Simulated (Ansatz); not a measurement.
Start from `C[CH]([AlH2])[AlH][SiH3]` and change one atom or group to get `C[CH]([AlH2])[SiH2]Cl`.

Ansatz, PBE0-D4/def2-TZVP geometries, multiplicity 1. Each molecule was computed in one conformer, which needn't be the lowest. `C[CH]([AlH2])[SiH2]Cl` holds a close contact that its SMILES doesn't draw: Cl···Al 2.56 Å.

| property | `C[CH]([AlH2])[AlH][SiH3]` |
| --- | --- |
| HOMO energy (PBE0/def2-TZVPP) / eV | -7.08 |
| LUMO energy (PBE/def2-TZVPP) / eV | -2.79 |
| size of the dipole moment (B3LYP/def2-TZVPP) / D | 1.14 |
| HOMO–LUMO gap (ωB97M-V/def2-TZVPP) / eV | 8.66 |
| LUMO energy (ωB97M-V/def2-TZVPP) / eV | -0.46 |
| size of the dipole moment (ωB97M-V/def2-TZVPP) / D | 1.15 |

Question: What does the change do to each property? (Best estimate.)

Answer: The calculation gave: 
```tsv
property	`C[CH]([AlH2])[SiH2]Cl`	shift
HOMO energy (PBE0/def2-TZVPP) / eV	-7.38	-0.30
LUMO energy (PBE/def2-TZVPP) / eV	-1.55	1.24
size of the dipole moment (B3LYP/def2-TZVPP) / D	2.40	1.26
HOMO–LUMO gap (ωB97M-V/def2-TZVPP) / eV	10.46	1.80
LUMO energy (ωB97M-V/def2-TZVPP) / eV	0.92	1.38
size of the dipole moment (ωB97M-V/def2-TZVPP) / D	2.42	1.27
```

With PBE0 the HOMO falls by 0.30 eV and the LUMO rises by 1.33 eV, so the gap widens by about 1.63 eV. PBE moves the HOMO by -0.20 eV and ωB97M-V by -0.41 eV. Dipoles are sizes alone; their direction can turn.

B3LYP here is the variant with VWN-RPA as its local correlation; programs differ in this.
